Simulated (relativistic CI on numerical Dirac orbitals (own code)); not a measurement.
d5 in a ligand field

Computed with a parametric ligand-field model of a d^n configuration (Racah B and C, spin-orbit zeta, crystal field), exact diagonalisation.

Field parameters in Wybourne normalisation: Oh B⁴₀ = 21Dq, B⁴₄ = √(5/14) B⁴₀; Td as Oh with Dq negative (B⁴₀ = 21Dq, B⁴₄ = √(5/14) B⁴₀). The field is a parameter set, without covalency.

(1) Ground term and bands for B = 930, C = 3310, ζ = 0 cm⁻¹, Oh, 10Dq = 20050 cm⁻¹?

(2) Ground term and bands for B = 990, C = 3770, ζ = 0 cm⁻¹, Oh, 10Dq = 23850 cm⁻¹?

(3) Ground term and bands for B = 330, C = 1600, ζ = 0 cm⁻¹, Td, 10Dq = -4150 cm⁻¹?

(4) Ground term and bands for B = 450, C = 1860, ζ = 0 cm⁻¹, Oh, 10Dq = 35750 cm⁻¹?

(5) Ground term and bands for B = 920, C = 3460, ζ = 0 cm⁻¹, Oh, 10Dq = 8450 cm⁻¹?

Answers

(1) Ground term 6A1 with 2.00 electrons in the two orbitals of the cubic e set. Spin-allowed: none. Lowest spin-forbidden: 2T2 3982 cm⁻¹ (2511 nm), 4T1 8431 cm⁻¹ (1186 nm), 4T2 14850 cm⁻¹ (673 nm). A high-spin d5 ion has no spin-allowed d-d band, hence its pale colour.

(2) Ground term 6A1 with 2.00 electrons in the two orbitals of the cubic e set. Spin-allowed: none. Lowest spin-forbidden: 2T2 1751 cm⁻¹, 4T1 7969 cm⁻¹ (1255 nm), 4T2 14909 cm⁻¹ (671 nm). A high-spin d5 ion has no spin-allowed d-d band, hence its pale colour.

(3) Ground term 6A1 with 2.00 electrons in the two orbitals of the cubic e set. Spin-allowed: none. Lowest spin-forbidden: 4T1 8311 cm⁻¹ (1203 nm), 4T2 10009 cm⁻¹ (999 nm), 2T2 10963 cm⁻¹ (912 nm). A high-spin d5 ion has no spin-allowed d-d band, hence its pale colour.

(4) Ground term 2T2 with 0.01 electrons in the two orbitals of the cubic e set. Spin-allowed: 2A2 33086 cm⁻¹ (302 nm), 2T1 33248 cm⁻¹ (301 nm), 2T2 34638 cm⁻¹ (289 nm), 2E 35612 cm⁻¹ (281 nm). Lowest spin-forbidden: 4T1 26584 cm⁻¹ (376 nm), 4T2 30086 cm⁻¹ (332 nm), 6A1 46805 cm⁻¹ (214 nm).

(5) Ground term 6A1 with 2.00 electrons in the two orbitals of the cubic e set. Spin-allowed: none. Lowest spin-forbidden: 4T1 20361 cm⁻¹ (491 nm), 4T2 24481 cm⁻¹ (408 nm), 4A1+E 26500 cm⁻¹ (377 nm). A high-spin d5 ion has no spin-allowed d-d band, hence its pale colour.
